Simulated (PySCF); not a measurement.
PW91 on Tl⁻ (thallium, charge -1), [Xe] 4f14 5d10 6s2 6p2, high-spin 3P determinant. Computed with PySCF 2.14 in aug-cc-pVTZ-PP with ECP60MDF, with a scalar-relativistic core potential.

```
cycle= 1 E= -172.624368020452  delta_E= -0.0145  |g|= 0.0207  |ddm|= 0.596
cycle= 2 E= -172.624476670103  delta_E= -0.000109  |g|= 0.0134  |ddm|= 0.154
cycle= 3 E= -172.624679554459  delta_E= -0.000203  |g|= 0.00532  |ddm|= 0.0929
cycle= 4 E= -172.624720020531  delta_E= -4.05e-05  |g|= 0.00132  |ddm|= 0.033
cycle= 5 E= -172.624723098764  delta_E= -3.08e-06  |g|= 2.74e-05  |ddm|= 0.00759
cycle= 6 E= -172.624723100665  delta_E= -1.9e-09  |g|= 2.58e-06  |ddm|= 0.00037
cycle= 7 E= -172.624723100679  delta_E= -1.48e-11  |g|= 4.85e-07  |ddm|= 4.79e-05
converged SCF energy = -172.624723100679  <S^2> = 2.0011802  2S+1 = 3.0007867
```

Highest occupied orbital energy: 1.196 eV; ⟨L²⟩ = 2.00; populations by l: s 4.00, p 8.00, d 10.00, f 0.00.

(1) Can this result be used?

Results:

(1) With care. The calculation finished and met its thresholds. Energies and moments cover only the electrons outside the core potential. Spin-orbit coupling is strong in this species (close to jj coupling), so the high-spin LS determinant is a model state, not a physical level. At PW91 the highest occupied level has a positive energy, so only the finite basis holds that electron; in a semilocal or global hybrid functional this comes from self-interaction and does not mean that the real anion is unbound.
